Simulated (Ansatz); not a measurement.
```yaml
crystal:
  periodic: [false, false, false]
  atoms:
    - {symbol: Fe, position_ang: [-0.041163, 0.073099, -0.042045]}
    - {symbol: Br, position_ang: [2.330619, -0.017057, -0.011739]}
    - {symbol: Br, position_ang: [-1.118145, 2.002279, 0.042723]}
    - {symbol: Br, position_ang: [-1.206174, -1.995550, 0.022575]}
basis:
  gaussian: {orbitals: def2-TZVP, point_charges: [{charge: 1.00, position_ang: [5.871, -0.273, 0.740]}]}
magnetization: {spin_polarized: true, initial_magnetization: 5}
hamiltonian: {xc: {name: SVWN5}}
output: {forces: true}
```

```sh
$ ansatz run in.yaml --threads 4 --pin off --events-out ev --progress --plain --max-ram 4787MiB
```

Shortened log:

```
Functional definition: SVWN5
  name "SVWN5"
  cite "Dirac, Proc. Camb. Phil. Soc. 26, 376 (1930) doi:10.1017/S0305004100016108"
  cite "Slater, Phys. Rev. 81, 385 (1951) doi:10.1103/PhysRev.81.385"
  cite "Vosko, Wilk & Nusair, Can. J. Phys. 58, 1200 (1980) doi:10.1139/p80-159"
  exchange = slater_x
  correlation = vwn5_c
1564 factors; their error is unknown
mean field evaluation 1: about -244092.0729 eV, gradient 1.8e2 eV
mean field evaluation 2: about -243399.6722 eV, gradient 4.2e2 eV
mean field evaluation 4: about -244139.8613 eV, gradient 1.0e2 eV
mean field evaluation 8: about -244175.2413 eV, gradient 9.5e0 eV
mean field evaluation 16: about -244175.5515 eV, gradient 3.1e-2 eV
mean field evaluation 32: about -244168.2143 eV, gradient 4.1e1 eV
mean field evaluation 64: about -244172.9189 eV, gradient 5.7e0 eV
mean field -244175.55150738 eV, -8973.2860097629 hartree, gradient 3.2e-5 eV, S^2 8.757970; 4 other end points of the search recorded, 0 dependent functions left out
the calculation of the forces begins
reference -244175.55154212 eV, -8973.2860110394 hartree; 68, 63 occupied and 121, 126 virtual orbitals, 1564 factors
Total energy: -244175.55154212 eV, -8973.2860110394 hartree
Atom 0 at    -0.041163     0.073099    -0.042045 Å, force     0.085139    -1.382699     0.060662 eV/Å
Atom 1 at     2.330619    -0.017057    -0.011739 Å, force    -0.574553     0.023060     0.032118 eV/Å
Atom 2 at    -1.118145     2.002279     0.042723 Å, force    -0.005748    -0.000540    -0.000942 eV/Å
Atom 3 at    -1.206174    -1.995550     0.022575 Å, force     0.751477     1.345452    -0.041822 eV/Å
Dipole moment:    -0.845269     0.135543    -0.080392 e Å
```

Hardware: 4 threads of Arm Neoverse N1 on a shared host. Wall time 15 s.
